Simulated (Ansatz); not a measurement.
Reaction (redistribution): `C[Si@@H](O)O[Si@H](O)Cl` + `O[SiH](O)[O][GeH3]` → `O[SiH](Cl)[O][GeH3]` + `C[SiH](O)O[SiH](O)O`

Isolated molecules relaxed with PBE0-D4/def2-TZVP in Ansatz; ΔE leaves out vibrations. CBS: MP2 limit from def2 TZ/QZ plus the TZ coupled-cluster correction, frozen cores. Functionals use def2-TZVPP. B3LYP here is the variant with VWN-RPA as its local correlation; programs differ in this. For Ge outer-core shells are correlated without core-valence functions, which leaves a few kJ/mol of doubt a bond. Scalar relativity is left out up to krypton. One conformer a species, not always the lowest.

Is it downhill or uphill in electronic energy at CCSD(T)/CBS, and by how much? (An estimate is asked.)

Ansatz gave: Downhill: ΔE = -4.0 kJ/mol.

What do these levels give: PBE-D4, B3LYP-D4, ωB97M-V, B2PLYP, r2SCAN, B3LYP, MP2/def2-TZVPP, SCS-MP2/def2-TZVPP, CCSD/def2-TZVPP, CCSD(T)/def2-TZVPP, HF/CBS(def2), CCSD/CBS(def2)? (Estimate.)

Ansatz gave: PBE-D4 -2.2, B3LYP-D4 -3.8, ωB97M-V -2.7, B2PLYP -4.7, r2SCAN -3.8, B3LYP -5.5, MP2/def2-TZVPP -3.3, SCS-MP2/def2-TZVPP -3.6, CCSD/def2-TZVPP -4.1, CCSD(T)/def2-TZVPP -3.4, HF/CBS(def2) -6.9, CCSD/CBS(def2) -4.8 kJ/mol.

Largest T1 diagnostic among the species: 0.012.

In def2-TZVPP, CCSD(T) changes the Hartree–Fock value by +3.0 kJ/mol (the triples alone add +0.7 kJ/mol) and MP2 by +3.1 kJ/mol.
